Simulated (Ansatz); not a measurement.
The cluster Si4Se4⁺ (the lowest doublet isomer of a short search) was relaxed with PBE-D4 (def2-SVP) in Ansatz in these states: charge +1 doublet, charge +1 quartet. The geometries follow in no particular order.

A:

```xyz
8

Si   -0.2990    1.8823    0.4666
Si   -0.5944    0.1985   -1.9024
Si   -0.6380   -0.3962    1.4472
Si    1.6201   -1.4616    0.0694
Se   -0.8161   -1.8597   -0.3863
Se   -1.9612    1.8983   -1.1745
Se    1.4679    1.0182   -0.9165
Se    1.2207   -1.2797    2.3965
```

B:

```xyz
8

Si   -1.7644    0.4693    0.5266
Si   -0.3804   -0.9479   -1.7951
Si    0.1948   -0.5752    1.8005
Si    1.7645    1.0443   -0.2595
Se    1.4895   -1.3531   -0.1822
Se   -2.3805   -1.4271   -0.7432
Se   -0.4515    1.4265   -1.3630
Se    1.5280    1.3632    2.0158
```

Problem. Judge from the bond lengths which geometry belongs to which state (an estimate).

Solution. A is the charge +1 doublet (Si4–Se7 2.673 Å, Si3–Se5 2.353 Å, Si3–Se8 2.266 Å); B is the charge +1 quartet (Si4–Se7 2.505 Å, Si3–Se5 2.493 Å, Si3–Se8 2.362 Å).

At PBE0-D4/def2-TZVP a doublet lies 0.92 eV below the charge +1 quartet. These are the stationary points nearest to one start from a short search; other shapes may lie lower in each state.
